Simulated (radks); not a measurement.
Initial-state core-level shifts of the xenon ion Xe3+ when its valence configuration changes from [Kr] 4d10 5s2 5p3. Calculated with a radial shooting solver on a logarithmic mesh with Libxc functionals: Dirac Kohn-Sham, BLYP, spin-unpolarised, spherical densities, point nucleus; open shells are shared between the two j in proportion to 2j + 1. Shifts are changes of the shell-averaged eigenvalues in eV (positive: less bound).

valence                2s       3p       3d       4p
4d10 5s1 5p4       -1.355   -1.375   -1.375   -1.322
4d9 5s2 5p4       -11.229  -10.568  -10.700   -8.266
4d10 5p5           -2.683   -2.724   -2.724   -2.618
4d9.5 5s1.5 5p4    -6.249   -5.940   -6.004   -4.788
4d9.5 5s2 5p3.5    -5.581   -5.262   -5.326   -4.139
4d10 5s1.5 5p3.5   -0.681   -0.691   -0.691   -0.664
4d8.5 5s2 5p4.5   -16.943  -15.917  -16.121  -12.382
